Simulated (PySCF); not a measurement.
H₃Si, SMILES [SiH3+], charge +1. Heavy atoms are numbered as in [SiH3+:1]. Hydrogens are named by the atom that carries them.

Geometry: PBE0-D3(BJ)/def2-TZVPD.

The numbers are results of PBE/def2-TZVPD in PySCF, not measurements.

Mulliken values depend strongly on the basis, most of all with diffuse functions as here. Atomic charges (e), one atom of each kind:

```json
[
 {"atom": "Si1 (SiH3)", "Mulliken": "0.51", "meta-Löwdin": "[?]"},
 {"atom": "H on Si1", "Mulliken": "0.16", "meta-Löwdin": "[?]"}
]
```

Q: Complete the blanks. (The exact figures need the calculation; the answer reports its results.)

A: 
- Si1 (SiH3), meta-Löwdin: 0.90
- H on Si1, meta-Löwdin: 0.03
